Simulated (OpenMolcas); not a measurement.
**Ge2+: effect of the active space**

* Program: OpenMolcas 26.06
* Method: SS-CASPT2 or its RAS form, IPEA 0.25 Eh, imaginary shift 0.1 Eh
* Basis: ANO-R2
* Scalar Hamiltonian: X2C, finite nucleus
* Spin-orbit coupling: RASSI with atomic mean-field integrals over the reference wave functions, term energies averaged over their components

A. 2 electrons in 4 orbitals (4s 4p); 2S+1 = 3 even, 3 roots; 2S+1 = 1 even, 7 roots; 2S+1 = 3 odd, 3 roots; 2S+1 = 1 odd, 3 roots; closed shells correlated: 3d; CASPT2 step of the order of 4 core-seconds
B. 2 electrons in 8 orbitals (4s 4p 5s 5p); 2S+1 = 3 even, 3 roots; 2S+1 = 1 even, 7 roots; 2S+1 = 3 odd, 3 roots; 2S+1 = 1 odd, 3 roots; closed shells correlated: 3d; CASPT2 step of the order of 6 core-seconds
C. 2 electrons in 9 orbitals (RAS2 4s 4p; RAS3 4d, at most 2 electrons); 2S+1 = 3 even, 3 roots; 2S+1 = 1 even, 7 roots; 2S+1 = 3 odd, 3 roots; 2S+1 = 1 odd, 3 roots; closed shells correlated: 3d; CASPT2 step of the order of 5 core-seconds

Energies in eV above 4s² ¹S₀, the measured ground level; measured values from Sugar and Musgrove, J. Phys. Chem. Ref. Data 22, 1213 (1993).

| Level | A | B | C | Measured |
| --- | --- | --- | --- | --- |
| 4s² ¹S₀ | 0.0000 | 0.0000 | 0.0000 | 0.0000 |
| 4s 4p ³P°₀ | 7.477 | 7.504 | 7.507 | 7.6540 |
| 4s 4p ³P°₁ | 7.558 | 7.585 | 7.588 | 7.7490 |
| 4s 4p ³P°₂ | 7.728 | 7.755 | 7.757 | 7.9528 |
| 4s 4p ¹P°₁ | 11.367 | 11.362 | 11.292 | 11.3908 |

Deviations, from unrounded energies. A percentage is the sum of absolute deviations over the sum of measured energies, with the sign that they share, or ± where signs differ.

```tsv
Against measurement	Levels	A	B	C
mean absolute deviation (cm-1)	4	1200	1100	1200
other configurations (%)	4	-1.8	-1.6	-1.7
```

B lies closest to measurement on these levels and A furthest from it. The largest miss of B in the table is 4s 4p ³P°₂, by -1600 cm-1. The ranking rests on the paired levels alone, and a cruder setting can come out closer through cancelling errors.

Among A to C the level of the table that moves most is 4s 4p ¹P°₁, by 600 cm-1 (lowest in C, highest in A).

Over all roots computed the reference weight is 0.91 to 0.96 in A, 0.89 to 0.97 in B; the roots of lowest weight are the least certain, and an intruder state may touch them. The run also gave levels led by 4s 5s, which use shells meant for correlation; these and all levels above them are left out (holds for B). Active for correlation alone: 4d; no level in the range computed is led by a configuration that fills it, so any true level of that kind is missing (holds for C). Measured partners are found by configuration, term and J. A level has none where our copy of the source lacks it or the pairing is in doubt (some pairs that miss far off the trend of their configuration count as doubtful), and it then counts in no deviation. Levels of configurations outside the active space are missing. Levels that lie high or do not pair safely by name in every column are left out.

° marks odd parity.
